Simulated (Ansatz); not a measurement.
Basis-set extrapolation for `CC(C)(C)[O][AlH2]` (PBE0-D4/def2-TZVP geometry, frozen core, the Gaussian-basis code of Ansatz). Multiplicity 1, RHF reference.

```tsv
	def2-TZVPP	def2-QZVPP
HF	-474.801588	-474.820144
MP2 correlation	-1.025510	-1.094535
CCSD(T) correlation	-1.125579	not run
```

Energies in hartree. Use E(X) = E(∞) + A·exp(−7.88·√X) for Hartree–Fock and E(X) = E(∞) + B·X^(−2.97) for correlation, with X = 3 and 4, and add CCSD(T) minus MP2 of the smaller set to the MP2 limit.

What is the CCSD(T) energy at the basis-set limit?

HF limit: -474.820144 + (-0.018556) × 0.13774 = -474.82270. MP2 limit: -1.094535 + (-0.069025) × 0.74074 = -1.14566. Higher-order term: -1.125579 − (-1.025510) = -0.10007. Total: -476.06843 hartree, 370.9 kJ/mol below CCSD(T)/def2-TZVPP.
